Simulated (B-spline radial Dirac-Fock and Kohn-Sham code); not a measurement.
These are calculated numbers from a radial finite-basis atomic code; the model is relaxed Dirac-Fock hole states (ΔSCF) with Breit and QED corrections and a finite nucleus. Free neutral atoms.

Task: Order these X-ray lines by photon energy, lowest first.
A. Se Lβ1
B. Cd Mγ
C. Dy Mζ1
D. Ge Lβ3
E. Zn Lβ1
F. Eu Mγ

Result: B (610.9 eV), C (992.9 eV), E (1036.9 eV), D (1293.8 eV), F (1343.9 eV), A (1421.4 eV).
